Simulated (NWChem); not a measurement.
Species: BiF2, doublet; SMILES [F][Bi][F]

In the optimisation the excess spin sits in b2 (C2v, its own frame). The spin multiplicity was typed, not searched, and may not be the lowest. def2 effective core potentials on Bi; no spin-orbit coupling.

**Question.** Give the equilibrium geometry at PBE0/def2-SVP with def2 effective core potentials on Bi, spin-unrestricted (NWChem) as an XYZ file, with the point group.

**Answer.** point group C2v; any orientation.
```
3

Bi     0.0000     0.0000     0.2085
F     -1.5154     0.0000    -1.1454
F      1.5154     0.0000    -1.1454
```
